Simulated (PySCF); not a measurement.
BFO. Atoms are numbered in the order given.

```xyz
3

F      0.0000     0.0000     1.2087
B      0.0000     0.0000    -0.0864
O      0.0000     0.0000    -1.3058
```

Geometry: PBE-D3(BJ)/def2-TZVP.

All values below come from PBE-D3(BJ)/def2-TZVP (PySCF 2.14.0).

No scaling factor is applied to the harmonic values.

Modes within 1.5 cm⁻¹ of each other (mostly degenerate sets) share a row, with their intensities summed.

```csv
mode,ν (cm⁻¹),IR (km/mol),Raman (Å⁴/amu),depolarisation,moving atoms (share of kinetic energy)
1–2,491,111.0,3.0,0.75,"B 76 %, O 14 %, F 10 %"
3,991,16.4,9.2,0.10,"F 54 %, O 42 %"
4,2067,305.0,13.7,0.03,"B 73 %, O 23 %"
```
